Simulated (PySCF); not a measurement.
PySCF input:

```python
from pyscf import gto, scf, dft

mol = gto.M(
    atom='''
    C     1.49283847    0.11803120    0.55134312
    C     1.16184014    0.76198898   -0.60934125
    O    -0.14198325    0.55123844   -0.92403923
    C    -0.68484165   -0.25804537    0.06303390
    C     0.33068342   -0.53717572    0.99505878
    C    -2.00189838   -0.62259058   -0.01985084
    H     2.46199795    0.12242251    1.02121487
    H     1.72123633    1.37892661   -1.29021849
    H     0.21271719   -1.14361675    1.87678564
    H    -2.61878457   -0.28921796   -0.83986148
    H    -2.43303289   -1.25167297    0.74293099
    ''',
    basis='def2-tzvpd',
    charge=0,
    spin=1,
    verbose=4,
)

mf = dft.UKS(mol, xc='m062x').density_fit(auxbasis='def2-universal-jkfit')
mf.grids.level = 4
mf.conv_tol = 1e-9
mf.max_cycle = 100
mf.max_memory = 1500
mf.kernel()
if not mf.converged:
    mf = mf.newton()
    mf.kernel(mf.make_rdm1())
for _ in range(2):
    mo, _, stable, _ = mf.stability(return_status=True)
    if stable:
        break
    mf.kernel(mf.make_rdm1(mo, mf.mo_occ))
mf.analyze()
```

Which total energy does the run end on?

-268.68364 Eh (M06-2X/def2-TZVPD).

It need not be the lowest isomer of its formula.
